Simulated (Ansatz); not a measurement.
Basis-set extrapolation for F₂H₆Si₃, SMILES `F[Si](F)([SiH3])[SiH3]` (PBE0-D4/def2-TZVP geometry, frozen core, Ansatz 0.2.0). Multiplicity 1, RHF reference.

```csv
,def2-TZVPP,def2-QZVPP
HF,-1069.418688,-1069.455721
MP2 correlation,-0.866017,-0.943485
CCSD(T) correlation,-0.950388,not run
```

Energies in hartree. Use E(X) = E(∞) + A·exp(−7.88·√X) for Hartree–Fock and E(X) = E(∞) + B·X^(−2.97) for correlation, with X = 3 and 4, and add CCSD(T) minus MP2 of the smaller set to the MP2 limit.

What is the CCSD(T) energy at the basis-set limit?

HF limit: -1069.455721 + (-0.037033) × 0.13774 = -1069.46082. MP2 limit: -0.943485 + (-0.077468) × 0.74074 = -1.00087. Higher-order term: -0.950388 − (-0.866017) = -0.08437. Total: -1070.54606 hartree, 4.82 eV below CCSD(T)/def2-TZVPP.
